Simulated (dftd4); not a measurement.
C4H9BO2, singlet, at a GFN2-xTB geometry; D4 for b97d run with dftd4.

Input for dftd4:
```
$ dftd4 mol.xyz --func b97d --charge 0 --json dftd4.json --noedisp --grad

# file mol.xyz
16

C      2.74338389     0.22549765     0.34904990
C      1.68139064     0.62888805    -0.32425605
C      0.80047299    -0.27060804    -1.14238911
O     -0.57838517    -0.02186098    -0.94608282
B     -1.20809889    -0.13669847     0.25588193
C     -2.77583325     0.13522956     0.27725420
O     -0.58854932    -0.47429655     1.41240523
H      3.05626289    -0.80687322     0.35340920
H      3.35672123     0.91063240     0.90849215
H      1.37749951     1.66695013    -0.31933828
H      1.02976826    -1.32529384    -0.93473261
H      0.98487861    -0.08235605    -2.20816575
H     -3.12717273     0.51900514    -0.67461270
H     -3.31986614    -0.78059269     0.49217018
H     -3.03772306     0.84691425     1.05465550
H      0.35911633    -0.60967682     1.36017987
```

Output, abridged:

```
                    ____  _____ _____     ____  _  _
      -------------|  _ \|  ___|_   _|---|  _ \| || |------------
     |             | | | | |_    | | ___ | | | | || |_           |
     |             | |_| |  _|   | ||___|| |_| |__   _|          |
     |             |____/|_|     |_|     |____/   |_|            |
     |             ===================================           |
     |            E. Caldeweyher, S. Ehlert & S. Grimme          |
     |          Mulliken Center for Theoretical Chemistry        |
     |                    University of Bonn                     |
      -----------------------------------------------------------

Rational (Becke-Johnson) damping: b97d-D4-ATM
---------------------
  s6         1.0000
  s8         1.6946
  s9         1.0000
  a1         0.2890
  a2         4.1341
 alp        16.0000
--------------------

Dispersion energy:      -4.3954724603842E-02 Eh

Gradient norm:           4.6642727318946E-03 Eh/a0
--------------------------------------------------
     #    Z           dE/dx      dE/dy      dE/dz
--------------------------------------------------
     1    6 C     1.871E-03  3.000E-04  5.908E-04
     2    6 C     1.721E-03  8.845E-04 -4.717E-04
     3    6 C     8.817E-05 -2.829E-04 -1.379E-03
     4    8 O    -3.140E-04 -1.674E-04 -1.169E-03
     5    5 B    -1.444E-03 -2.340E-04  3.949E-04
     6    6 C    -1.291E-03  1.961E-04  7.353E-05
     7    8 O    -2.330E-04 -7.005E-04  1.966E-03
     8    1 H     4.122E-04 -1.047E-04  1.737E-04
     9    1 H     2.361E-04  5.594E-05  1.461E-04
    10    1 H     2.443E-04  5.061E-04 -2.752E-05
    11    1 H     5.607E-05 -3.966E-04 -4.113E-04
    12    1 H    -1.314E-05 -5.593E-05 -4.550E-04
    13    1 H    -3.412E-04  8.806E-05 -5.132E-05
    14    1 H    -3.473E-04 -6.049E-05  1.480E-05
    15    1 H    -3.099E-04  1.398E-04  6.841E-05
    16    1 H    -3.349E-04 -1.679E-04  5.368E-04
--------------------------------------------------

Virial:
--------------------------------------------------
      component           x          y          z
--------------------------------------------------
          x       3.632E-02  3.539E-03 -2.324E-03
          y       3.539E-03  5.514E-03 -9.808E-04
          z      -2.324E-03 -9.808E-04  1.583E-02
--------------------------------------------------

[Info] Dispersion results written to 'dftd4.txt'
[Info] JSON dump of results written to 'dftd4.json'
```
